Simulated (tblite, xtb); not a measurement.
C5H9O, charge +1, singlet, geometry from GFN2-xTB. Base run: xtb with GFN1-xTB.

Geometry (Å):
```xyz
15

O      1.9833    -0.6399    -0.0273
C      0.7825    -0.2341    -0.0046
C      0.3169     1.1291     0.2685
C     -1.1673     1.1183    -0.1243
C     -1.5892    -0.3318     0.1265
C     -0.3420    -1.1369    -0.2569
H      2.6894     0.0194     0.1232
H      0.4102     1.2921     1.3522
H      0.9134     1.9094    -0.2100
H     -1.7548     1.8276     0.4516
H     -1.2718     1.3698    -1.1797
H     -1.8205    -0.4859     1.1804
H     -2.4613    -0.6157    -0.4551
H     -0.3431    -1.3591    -1.3334
H     -0.2328    -2.1065     0.2337
```
Charge +1, spin multiplicity 1.
All else is at xtb's defaults.
Base energy -19.65225 Eh.

Programs used: tblite, xtb; a row that names a program was run with it.

The base run was repeated with changes; each row names its change, and settings that it needs were set with it.

```tsv
change	ΔE vs base (kcal/mol)	HOMO-LUMO gap (eV)	SCF cycles
base	0.000	3.21	10
alpb = toluene	-35.96	3.32	9
etemp = 5000	-1.11	3.37	11
program = tblite; method = gfn1; option = --spin-polarized	0.000	-	-
etemp = 1000	0.000	3.21	10
acc = 1000	0.003	3.19	6
program = tblite; method = gfn1; option = (--alpb, water)	-54.61	-	-
etemp = 10000	-15.33	4.04	10
etemp = 3000	-0.053	3.22	10
```

ALPB and GBSA are two models with their own fitted parameters for each solvent, which aren't always the measured dielectric constant.
